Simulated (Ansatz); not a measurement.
`[SiH3][O][In]([O][SiH3])[O][SiH3]` and `[SiH3][O][In]([SH])[O][SiH3]` differ in one atom or group.

Ansatz, PBE0-D4/def2-TZVP geometries, multiplicity 1. Each molecule was computed in one conformer, which needn't be the lowest.

Elements past krypton have def2 core potentials.

| property | `[SiH3][O][In]([O][SiH3])[O][SiH3]` |
| --- | --- |
| HOMO–LUMO gap (ωB97M-V/def2-TZVPP) / eV | 10.19 |
| HOMO energy (PBE0/def2-TZVPP) / eV | -8.57 |
| LUMO energy (ωB97M-V/def2-TZVPP) / eV | -0.67 |
| HOMO energy (ωB97M-V/def2-TZVPP) / eV | -10.85 |
| LUMO energy (PBE/def2-TZVPP) / eV | -3.48 |
| size of the dipole moment (B3LYP/def2-TZVPP) / D | 0.15 |

Question: What does the change do to each property? (An estimate is asked.)

Answer: The calculation gave: 
```
                                        property  `[SiH3][O][In]([SH])[O][SiH3]`  shift
         HOMO–LUMO gap (ωB97M-V/def2-TZVPP) / eV                           10.03  -0.16
              HOMO energy (PBE0/def2-TZVPP) / eV                           -8.19   0.38
           LUMO energy (ωB97M-V/def2-TZVPP) / eV                           -0.37   0.30
           HOMO energy (ωB97M-V/def2-TZVPP) / eV                          -10.40   0.45
               LUMO energy (PBE/def2-TZVPP) / eV                           -3.13   0.35
size of the dipole moment (B3LYP/def2-TZVPP) / D                            1.58   1.43
```

With PBE0 the HOMO rises by 0.38 eV and the LUMO rises by 0.31 eV, so the gap narrows by about 0.07 eV. PBE moves the HOMO by 0.26 eV and ωB97M-V by 0.45 eV. Dipoles are sizes alone; their direction can turn.

B3LYP here is the variant with VWN-RPA as its local correlation; programs differ in this.
